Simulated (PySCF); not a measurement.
Compound: BEt2(SiH3), C₄H₁₃BSi.
Z-matrix (Å and degrees, PBE0-D3(BJ)/def2-SVP geometry), rows numbered from 1:
```
B 
C   1  1.5722
C   2  1.5393  1  106.98
H   2  1.1041  1  111.72  3  -119.45
H   2  1.1027  1  112.52  3   119.26
H   3  1.1009  2  111.22  1  -178.17
H   3  1.1019  2  111.80  1   -58.36
H   3  1.1020  2  111.76  1    61.87
C   1  1.5712  2  120.48  3    99.86
C   9  1.5399  1  105.82  2    89.85
H   9  1.1043  1  111.35  2   -28.53
H   9  1.1023  1  113.71  2  -150.65
H  10  1.1009  9  111.18  1  -179.10
H  10  1.1018  9  111.78  1   -59.22
H  10  1.1020  9  111.73  1    61.17
Si  1  2.0352  2  120.09  3   -78.40
H  16  1.4997  1  114.17  2   -26.87
H  16  1.5003  1  112.71  2  -150.30
H  16  1.5037  1  108.44  2    92.18
```

The closed-shell ground state was solved at several levels (PySCF, density fitting, gas phase, non-relativistic).

```
        level  basis functions  total energy (Eh)  HOMO (eV)  LUMO (eV)  gap (eV)  dipole (D)
 KT2/pcSseg-1              174          -480.3554      -6.40      -2.46      3.94        1.42
PBE0/pcSseg-1              174          -474.1783      -7.53      -1.45      6.08        1.44
```

What might PBE0/def2-SVPD (228 basis functions) give for the same quantities?

Total energy -474.0031 Eh, HOMO -7.49 eV, LUMO -1.42 eV, gap 6.07 eV, dipole 1.45 D.

How far do the dipole and the HOMO energy spread over the levels?

The dipole runs from 1.42 to 1.45 D (mean 1.44 D) and the HOMO from -7.53 to -6.40 eV.

One conformer stands for the species.
